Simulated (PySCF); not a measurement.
C4H8SSi2.
Numbering: `[CH:1]#[C:2][C@@H:3]1[SiH2:4][SiH2:5][CH2:6][S:7]1`

Probes without a nucleus sit at each ring's centroid and 1 Å off its mean plane on both sides; NICS is minus the shielding there, NICSzz its component along the normal. Level: GIAO PBE0/pcSseg-1 (PySCF, non-relativistic, gas phase) on the GFN2-xTB geometry, one conformer.

Ring bond lengths (Å), with Mayer bond orders in brackets: C3–Si4 1.935 (0.79), Si4–Si5 2.317 (0.92), Si5–C6 1.919 (0.85), C6–S7 1.823 (0.98), S7–C3 1.847 (1.01).

Q: What do the NICS probes read (ppm)?

A: 
| ring | type | NICS(0) | NICS(1), two faces | NICS(1)zz, two faces | rms pucker (Å) | centre to ring atoms, mean (Å) |
| --- | --- | --- | --- | --- | --- | --- |
| C3–Si4–Si5–C6–S7 | 5-membered ring with S and 2 Si; formal bonds all single | -5.9 | -4.7 / -4.4 | -2.4 / -4.1 | 0.28 | 1.62 |

Q: What can be read from them?

A: 
- C3–Si4–Si5–C6–S7: mean NICS(1)zz -3.3 ppm, shielded. C3, Si4, Si5, C6 have four or more neighbours; no verdict on aromaticity is drawn.

Q: At the first NICS(1) probe listed for ring C3–Si4–Si5–C6–S7, 1 Å off the ring, what do the in-plane components average?

A: The isotropic value is a third of the trace: (3 × -4.7 − (-2.4))/2 = -5.9 ppm.

The run took 58 s on an Arm Neoverse V1 with one thread, shared host with 32 logical CPUs at a one-minute load of 23, and the process peaked at 0.80 GiB of memory. This is the whole shielding run at PBE0/pcSseg-1, SCF included.
